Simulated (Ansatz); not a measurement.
Cost and result for the atomization energy of `[F][Al]1[SiH2][S]1` (6 atoms, 6 bonds).

Charge 0, multiplicity 1. The geometry is a stationary point of PBE0-D4/def2-TZVP. Program: Ansatz. All runs use 2 threads of an Arm Neoverse V2 on a shared host. Times are those of one run each, without the atoms' runs, and a repeat can differ threefold. Electronic energies, without spin–orbit coupling; frozen cores. CCSD(T)/CBS adds CCSD(T) − MP2 in def2-TZVPP to the MP2 limit, and its time is that of the two runs behind it. T1 = 0.014. HSE06 is the plane-wave form, built on full-range PBE exchange.

CCSD(T)/CBS is a level of theory with its own doubt, some kJ/mol a heavy atom from the limit and from the frozen cores, so smaller differences don't rank the functionals.

```csv
level,functions,wall time,atomization (kJ/mol),difference from CCSD(T)/CBS,per bond
LDA (SPW92)/def2-TZVPP,185,1.1 s,2196.3,251.0,41.8
CCSD(T)/def2-SVP,78,1.4 s,1766.6,-178.7,-29.8
revPBE-D4/def2-TZVPP,185,1.9 s,1900.8,-44.5,-7.4
BLYP-D4/def2-TZVPP,185,2 s,1899.9,-45.4,-7.6
HSE06-D4/def2-TZVPP,185,3.3 s,1918.4,-26.9,-4.5
CAM-B3LYP-D4/def2-TZVPP,185,3.4 s,1912.4,-32.9,-5.5
B2PLYP/def2-TZVPP,185,4.6 s,1896.1,-49.2,-8.2
r2SCAN-D4/def2-TZVPP (with forces),185,5.5 s,1956.7,11.4,1.9
B97M-V/def2-TZVPP,185,9 s,1973.2,27.9,4.6
ωB97M-V/def2-TZVPP (with forces),185,12 s,1938.6,-6.7,-1.1
MP2/def2-QZVPP,327,13 s,1972.7,27.4,4.6
CCSD(T)/def2-TZVPP,185,34 s,1873.4,-71.9,-12.0
CCSD(T)/CBS(def2),–,46 s,1945.3,0.0,0.0
```

From BLYP to BHLYP (50 % exact exchange), in def2-TZVPP and without D4, the atomization energy moves by −35.2 kJ/mol: exact exchange takes away binding that semilocal exchange gives to molecules. The D4 term adds +24.4 kJ/mol with B3LYP and +12.6 kJ/mol with PBE0; it sums over pairs of atoms, weighted by their polarisabilities, and B3LYP, whose exchange is more repulsive, gets the larger term. At CCSD(T), def2-SVP lies −178.7 kJ/mol from the extrapolated value and def2-TZVPP −71.9 kJ/mol: correlation converges slowly with the basis, and small sets miss more of it in the bonded molecule than in its fragments.

B3LYP here is the variant with VWN-RPA as its local correlation; programs differ in this.
